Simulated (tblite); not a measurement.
C₆H₅O (doublet state).
SMILES with atom numbers: `[CH:1]#[C:2][C:3]1=[CH:4][O:5][CH:6][CH2:7]1` (hydrogens: H8 on C1; H9 on C4; H10 on C6; H11, H12 on C7)

Calculated harmonic vibrations of the isolated species, GFN2-xTB (tblite), most abundant isotopes, no scaling. Errors from tens to a few hundred cm⁻¹ against measured bands are possible. Open shells enter through the occupations alone, without spin polarisation, and single modes of such species can be off by tens of per cent.

Harmonic wavenumbers (cm⁻¹): 103.5, 142.1, 142.8, 292.5, 408.9, 439.9, 510.0, 546.3, 608.4, 664.6, 763.1, 779.7, 901.3, 911.7, 1004.0, 1038.1, 1039.6, 1156.6, 1203.6, 1218.8, 1274.2, 1289.1, 1444.3, 1549.2, 2228.7, 2787.0, 2857.9, 3160.8, 3202.7, 3401.4.

A = 8442, B = 1900, C = 1566 MHz; mass 93.034 u (most abundant isotopes); point group Cs, symmetry number 1; spin multiplicity 2.

Problem. What is the zero-point energy?

Solution. Half the sum of the wavenumbers: 18535 cm⁻¹ = 52.99 kcal/mol.

Problem. Give the ideal-gas entropy at 500 K and 1 bar in the rigid-rotor, harmonic-oscillator model (classical rotation).

Solution. Translation 42.10, rotation 28.49, vibration 28.15, spin (R ln 2) 1.38: S = 100.1 cal/(mol K).

Problem. And Cp and H(500 K) − H(0)?

Solution. Cp = 38.69 cal/(mol K), of which vibrations give 30.74 (their classical limit is 30 R = 59.6); H(500 K) − H(0) = 11.72 kcal/mol without the zero-point energy, 7.75 from vibrations.

Problem. Which modes carry the vibrational entropy at 500 K?

Solution. 103.5 cm⁻¹: 4.40; 142.1 cm⁻¹: 3.78; 142.8 cm⁻¹: 3.77; 292.5 cm⁻¹: 2.39; 408.9 cm⁻¹: 1.77; 439.9 cm⁻¹: 1.65 cal/(mol K); the other 24 give 10.40 together.

Problem. How do the functions run with temperature in this model?

Solution. 
| T (K) | S (cal/(mol K)) | Cp (cal/(mol K)) | H − H(0) (kcal/mol) | G − H(0) (kcal/mol) | ln q(vib) |
| --- | --- | --- | --- | --- | --- |
| 50 | 54.4 | 10.1 | 0.43 | -2.29 | 0.09 |
| 100 | 62.5 | 13.5 | 1.02 | -5.23 | 0.55 |
| 298.15 | 83.2 | 27.1 | 5.01 | -19.79 | 3.26 |
| 373.15 | 89.8 | 31.9 | 7.22 | -26.28 | 4.40 |
| 750 | 117.6 | 47.5 | 22.59 | -65.63 | 10.20 |
| 1000 | 132.1 | 53.0 | 35.20 | -96.90 | 13.77 |

q(vib) and H(0) count from the zero-point level.

Hindered rotation and anharmonicity are outside this model.
